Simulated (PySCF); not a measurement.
H3Sn, SMILES `[SnH3]` (charge 0, multiplicity 2)

All values below come from r2SCAN-D4/def2-TZVP run with PySCF 2.14.0.

```yaml
highest_occupied_spin_orbital: -5.50 eV
dipole_moment: 0.32 D
total_energy: -5880.90 eV
cost: very roughly 70 core-seconds
```

```xyz
4

Sn     0.0010    -0.0004     0.4286
H     -0.5432     1.5228    -0.1400
H     -1.0476    -1.2313    -0.1417
H      1.5897    -0.2911    -0.1469
```
Charge 0, spin multiplicity 2.
